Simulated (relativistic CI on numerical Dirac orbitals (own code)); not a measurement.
## Ni2+ in a cubic cluster: 3s photoemission with charge transfer

Computed with a charge-transfer multiplet model of a cubic metal-ligand cluster with up to 2 ligand holes, Slater and spin-orbit integrals from Dirac-Coulomb-Breit ions, Slater integrals scaled by 0.8. The parameters are those of a tetrahedral site (10Dq negative, t2 hopping the larger). The ground state mixes d8 with configurations of k ligand holes L, whose averages lie at kΔ + k(k − 1)U_dd/2; a core hole lowers each added d electron by U_cd. 300 K, Lorentzian 1.4 eV and Gaussian 0.8 eV FWHM.

Atomic integrals in eV (Slater integrals scaled, ζ unscaled), ground: F2dd 9.736, F4dd 6.042, zeta_d 0.080; with the core hole: F2dd 10.650, F4dd 6.651, zeta_d 0.091, G2cd 10.769.

Cluster parameters (eV): Δ = 3.5, U_dd = 7.5, U_cd = 9, 10Dq = -0.2, 10Dq(ligand) = 0, final-state hopping factor = 1.

Weights, n_d and S are thermal averages at 300 K. Binding energies count from the first peak over 30 % of the highest in each spectrum, which can be another peak from case to case. The parameters are a model scan and need not match a compound or its usual spin state. Peaks in eV (height, largest 100): -3.6 (28), 0.0 (100), 6.4 (55).

Q: Which parameters give this spectrum?
A. V(eg) = 1.6 eV, V(t2g) = -2.72 eV
B. V(eg) = 1 eV, V(t2g) = -1.7 eV
C. V(eg) = 1.9 eV, V(t2g) = -3.23 eV
D. V(eg) = 0.7 eV, V(t2g) = -1.19 eV
E. V(eg) = 0.4 eV, V(t2g) = -0.68 eV

A: E. V(eg) = 0.4 eV, V(t2g) = -0.68 eV; the ground state then has 8.03 d electrons and S = 1.00. The choice follows from running the model for each set and comparing peak positions and heights. Without intra-shell correlation the exchange splitting of the 3s hole comes out too large.
